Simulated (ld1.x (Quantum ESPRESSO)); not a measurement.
Hg (Z = 80), TM: configuration errors across variants

- Element: mercury (Hg)
- Generator: ld1.x (Quantum ESPRESSO) 7.5
- Type: norm-conserving Troullier–Martins (Kleinman–Bylander form)
- Functional: LDA (PZ)
- Relativity: scalar-relativistic
- Frozen core: [Xe] 4f14
- Valence charge: 12
- Reference configuration: 5d10 6s2 6p0
- Partial waves: 6s (bound): rc 2.05 bohr; 6p (bound, empty): rc 2.15 bohr; 5d (bound): rc 1.70 bohr
- Local potential: the d channel
- Core correction: Bessel-smoothed model core, default radius (core density twice the valence density)

All-electron excitation energies from the reference (eV): (1) 5d10 6s1 6p0 11.048; (2) 5d10 6s0 6p0 30.444; (3) 5d9 6s0 6p0 66.256; (4) 5d10 6s1 6p1 6.163; (5) 5d9 6s2 6p0 15.732; (6) 5d9 6s2 6p1 10.356; (7) 5d10 6s0 6p1 18.587; (8) 5d10 6s1 6p0 spin 10.887; (9) 5d9 6s0 6p0 spin 66.104.

Spin tests fill each open shell by Hund’s rule, majority spin first.

The default core radius of the base comes out at 0.98 bohr.

2 further variants failed, have other tests or another functional or relativity, and are left out.

A true bound ghost makes a file unfit for plane-wave use even where its test errors are small: the radial tests pick states by their node count and pass the ghost by.

Errors AE − PS in meV (a dash: test not solved or not reliable):

```csv
change,(1),(2),(3),(4),(5),(6),(7),(8),(9),bound ghosts
base,-11,-49,-56,-5.2,-37,-67,-34,-11,-54,"s, p"
"all radii but the core radius scaled by about 0.78 (s 1.60, p 1.68, d 1.32 bohr)",-7.8,-28,-85,-6.4,-57,-87,-49,-8.1,-83,"p, s"
core correction Bessel-smoothed model core inside 1.16 bohr,-11,-49,-56,-5.3,-37,-67,-34,-11,-53,"s, p"
wave 6s (bound): rc 2.05 bohr becomes 6s (bound): rc 2.30 bohr,-11,-48,-59,-5.2,-36,-67,-34,-11,-57,"s, p"
wave 5d (bound): rc 1.70 bohr becomes 5d (bound): rc 1.34 bohr,-11,-48,-57,-5.7,-41,-75,-40,-11,-55,"s, p"
local potential the s channel,-11,-51,-141,-4.2,-75,-89,-18,-12,-139,none
wave 5d (bound): rc 1.70 bohr becomes 5d (bound): rc 2.12 bohr,-11,-47,-67,-5.9,-40,-75,-40,-11,-64,"s, p"
core correction Bessel-smoothed model core inside 2.00 bohr,-10,-45,-50,-5.0,-32,-61,-32,-9.9,-3.6,"s, p"
wave 5d (bound): rc 1.70 bohr becomes 5d (bound): rc 2.50 bohr,-11,-47,-120,+5.2,-46,+418,+239,-11,-114,s
```

**Question.** Give the same row for: wave 6p (bound): rc 2.15 bohr becomes 6p (bound): rc 1.80 bohr.

**Answer.** -11, -49, -56, -10, -37, -69, -62, -11, -54; bound ghosts: s, p.
